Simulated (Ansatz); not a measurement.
```yaml
crystal:
  periodic: [false, false, false]
  atoms:
    - {symbol: C, position_ang: [-0.109381, 1.345453, -0.183543]}
    - {symbol: Sn, position_ang: [-0.713449, -0.659845, 0.367486]}
    - {symbol: O, position_ang: [0.917058, -1.422106, 1.169680]}
    - {symbol: Cl, position_ang: [-0.992839, -1.893350, -1.632524]}
    - {symbol: H, position_ang: [-0.903612, 1.812065, -0.762369]}
    - {symbol: H, position_ang: [0.100522, 1.912040, 0.721833]}
    - {symbol: H, position_ang: [0.792837, 1.220591, -0.782870]}
    - {symbol: H, position_ang: [1.000964, -2.371748, 1.046508]}
basis:
  gaussian: {orbitals: ANO-RCC-VTZP}
magnetization: {spin_polarized: true, initial_magnetization: 1}
hamiltonian: {xc: {name: B3LYP}}
accuracy: high
output: {forces: true}
```

```sh
$ ansatz run in.yaml --threads 4 --pin off --events-out ev --progress --plain --max-ram 10444MiB
```

Shortened log:

```
Functional definition: B3LYP
4086 factors; integrals over basis functions are off by at most 5.0e-9 eV
mean field evaluation 1: about -183775.4795 eV, gradient 6.0e1 eV
mean field evaluation 2: about -183709.7692 eV, gradient 1.3e2 eV
mean field evaluation 4: about -183789.2678 eV, gradient 1.1e1 eV
mean field evaluation 8: about -183789.8687 eV, gradient 4.7e-1 eV
mean field evaluation 16: about -183789.8699 eV, gradient 6.0e-4 eV
mean field evaluation 32: about -183789.8699 eV, gradient 3.4e-8 eV
mean field -183789.86988134 eV, -6754.1531408909 hartree, gradient 3.4e-8 eV, S^2 0.753930; 0 other end points of the search recorded, 0 dependent functions left out
reference -183789.86992847 eV, -6754.1531426231 hartree; 43, 42 occupied and 175, 176 virtual orbitals, 4086 factors
Total energy: -183789.86992847 eV, -6754.1531426231 hartree
Relativity: scalar
Atom 0 at    -0.109381     1.345453    -0.183543 Å, force     0.141083     0.405340    -0.103604 eV/Å
Atom 1 at    -0.713449    -0.659845     0.367486 Å, force    -0.455310     0.065387     0.264924 eV/Å
Atom 2 at     0.917058    -1.422106     1.169680 Å, force     0.326171    -0.131880     0.152881 eV/Å
Atom 3 at    -0.992839    -1.893350    -1.632524 Å, force    -0.054681    -0.224448    -0.361380 eV/Å
Atom 4 at    -0.903612     1.812065    -0.762369 Å, force     0.060542    -0.032644     0.047684 eV/Å
Atom 5 at     0.100522     1.912040     0.721833 Å, force    -0.016013    -0.035065    -0.071265 eV/Å
Atom 6 at     0.792837     1.220591    -0.782870 Å, force    -0.063130     0.017572     0.040486 eV/Å
Atom 7 at     1.000964    -2.371748     1.046508 Å, force     0.061337    -0.064261     0.030275 eV/Å
Dipole moment:    -0.154645     0.358625     0.253610 e Å
```

Run time 3.1 min (4 threads of an Arm Neoverse V2 on a shared host); peak host memory 2.2 GiB.
